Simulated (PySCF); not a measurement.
Run record: geometry optimisation, `FC(F)(F)C(F)(F)C(F)(F)I`.

Method: PBE0-D3(BJ)/def2-SVP geometry optimisation, gas phase, def2 core potentials past Kr (PySCF 2.14.0). Start geometry: GFN2-xTB. A driver script takes a list of jobs; this job's settings line and coordinates (Å) are shown.

Input:
```
{"job": {"xc": "PBE0", "basis": "def2-SVP", "d3": "d3bj", "grid": 1, "maxiter": 30, "shake": 0.01, "kind": "geom"}, "charge": 0, "multiplicity": 1}
F     -2.298650     0.127480    -0.831780
C     -1.380510     0.091990     0.092440
F     -1.488660     1.186760     0.836000
F     -1.583390    -0.956380     0.861350
C      0.027930    -0.014250    -0.582840
F      0.198030     1.062360    -1.376690
F      0.061420    -1.104930    -1.350970
C      1.210280    -0.072330     0.435030
F      1.037660    -1.130770     1.258740
F      1.184280     1.005060     1.228040
I      3.069730    -0.220820    -0.584990
```

Output:
```
step   0  E = -1109.52346526  max force = 0.021664
step   1  E = -1109.52526444  max force = 0.007091
step   2  E = -1109.52590935  max force = 0.003271
step   3  E = -1109.52596109  max force = 0.001499
step   4  E = -1109.52597180  max force = 0.000351
optimisation converged
```

Energies in Eh; «max force» is the largest Cartesian gradient component in Eh/bohr.

How much energy does the optimisation release, in kJ/mol?

E(step 0) − E(last step) = 0.002507 Eh, which is 6.6 kJ/mol.

Summary of the converged run: final energy -1109.52597 Eh after 4 steps; dipole 0.69 D.

How long does this job take on an Arm Neoverse V1 with one thread (shared host)? And the peak memory of the process?

About 1.9 min, with 0.74 GiB resident at the peak, the Python interpreter and its libraries included.
Labels such as C1 count atoms from 1, the log's own numbers from 0.
